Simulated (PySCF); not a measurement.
From one molecule to another.

First species: C₆H₁₀O₂Si.
SMILES: `C[SiH](C)/C=C/C(=O)C=O`

Second species: C₅H₇F₃O₂S.
Bonds: O1–S2 (double), S2–O3 (double), S2–C4, C4–C5, C5–C6, C6–C7, S2–C8, C8–F9, C8–F10, C8–F11, C4–C7. Hydrogens: H12 on C4; H13, H14 on C5; H15, H16 on C6; H17, H18 on C7.

Levels: PBE0/pcSseg-1 for dipole moment, HOMO energy, LUMO energy and HOMO–LUMO gap; GFN2-xTB for rotational constant A and rotational constant C. Geometries: GFN2-xTB. Each structure is a single optimised conformer of the isolated species, non-relativistic unless stated; the electronic structure was computed with PySCF and density fitting.

Dipoles, sizes and rotational constants follow the conformer. The torsions of the flexible species, by atom-mapped SMILES:
- `[CH3:1][SiH:2]([CH3:3])/[CH:4]=[CH:5]/[C:6](=[O:7])[CH:8]=[O:9]`: C1–Si2–C4–C5 -121°, C4–C5–C6–O7 0°, C5–C6–C8–O9 0°
- `[O:1]=[S:2](=[O:3])([CH:4]1[CH2:5][CH2:6][CH2:7]1)[C:8]([F:9])([F:10])[F:11]`: O1–S2–C4–C5 72°, O1–S2–C8–F9 69°

Values for the first species:

- Dipole moment: 2.29 D
- HOMO energy: -7.39 eV
- LUMO energy: -3.08 eV
- HOMO–LUMO gap: 4.31 eV
- Rotational constant A: 2.645 GHz
- Rotational constant C: 0.517 GHz

(1) Estimate the same properties for the second species, and the change in each.

Answers

(1) 
```tsv
property	first	second	second less first
dipole moment	2.29 D	4.21 D	+1.92 D
HOMO energy	-7.39 eV	-8.72 eV	-1.33 eV
LUMO energy	-3.08 eV	0.24 eV	+3.32 eV
HOMO–LUMO gap	4.31 eV	8.96 eV	+4.65 eV
rotational constant A	2.645 GHz	1.728 GHz	-0.917 GHz
rotational constant C	0.517 GHz	0.687 GHz	+0.170 GHz
```

On the first: The dipole equals about 7.6 × 10⁻³⁰ C·m (1 D = 3.33564 × 10⁻³⁰ C·m). A dipole of 2.29 D is allowed in Cs, and pure rotational transitions are dipole-allowed.

On the second: In atomic units the dipole is 1.66 e·bohr (1 au = 2.5417 D).
